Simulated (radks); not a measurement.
Values are calculated unless marked as measured or tabulated.
Isoelectronic series with 49 electrons, all held in the configuration [Kr] 4d10 5s2 5p1, which need not be the ground one along the series. Code: a radial shooting solver on a logarithmic mesh with Libxc functionals. Model: Dirac Kohn-Sham, PBE, spin-unpolarised, spherical densities, finite nucleus; open shells fill j = l - 1/2 first; Fermi nuclear charge, rms radius of each element as measured or else 0.836 A^(1/3) + 0.57 fm. Total energies (hartree) and mean radii <r> (bohr):

ion    E (hartree)   5p1/2   5s1/2   4d5/2   4d3/2
Ba7+    -8127.3659   1.611   1.493  0.7933  0.7841
Pr10+   -9216.4346   1.371   1.293  0.7027  0.6942
Sm13+  -10383.8238   1.200   1.146  0.6323  0.6244
Tb16+  -11631.3388   1.070   1.031  0.5758  0.5681
Er19+  -12960.8141  0.9669  0.9373  0.5290  0.5215
Lu22+  -14374.5353  0.8824  0.8598  0.4897  0.4822
W25+   -15875.0430  0.8115  0.7940  0.4559  0.4485
Ir28+  -17465.0253  0.7509  0.7374  0.4267  0.4193
Hg31+  -19147.5977  0.6984  0.6880  0.4011  0.3936
Bi34+  -20926.3016  0.6524  0.6443  0.3784  0.3708
